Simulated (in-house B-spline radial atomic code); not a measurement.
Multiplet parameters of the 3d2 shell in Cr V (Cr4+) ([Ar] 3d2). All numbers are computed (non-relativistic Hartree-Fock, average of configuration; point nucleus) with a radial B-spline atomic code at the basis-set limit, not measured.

Slater integrals: F^2 = 95468 cm⁻¹, F^4 = 60211 cm⁻¹. Central-field spin-orbit parameter ζ(3d) = 389 cm⁻¹ (bare central field on non-relativistic orbitals, without two-electron terms: too large for light atoms, too small for heavy ones).

What are Racah's B and C?

B = F^2/49 - 5F^4/441 = 1266 cm⁻¹, C = 35F^4/441 = 4779 cm⁻¹, C/B = 3.78.

Where do the terms lie in LS coupling, without spin-orbit interaction?

In cm⁻¹ above the Hund's-rule term:
| term | expression | energy |
| --- | --- | --- |
| 3F | 0B + 0C | 0 |
| 1D | 5B + 2C | 15886 |
| 3P | 15B + 0C | 18985 |
| 1G | 12B + 2C | 24745 |
| 1S | 22B + 7C | 61295 |

Is LS coupling a fair picture here?

Unscaled Hartree-Fock integrals overestimate measured term splittings, because correlation screens the repulsion; fits to spectra scale them down, most for low charges. Here ζ is 0.31 times B, so LS coupling is a fair start, though levels of equal J in close terms still mix.
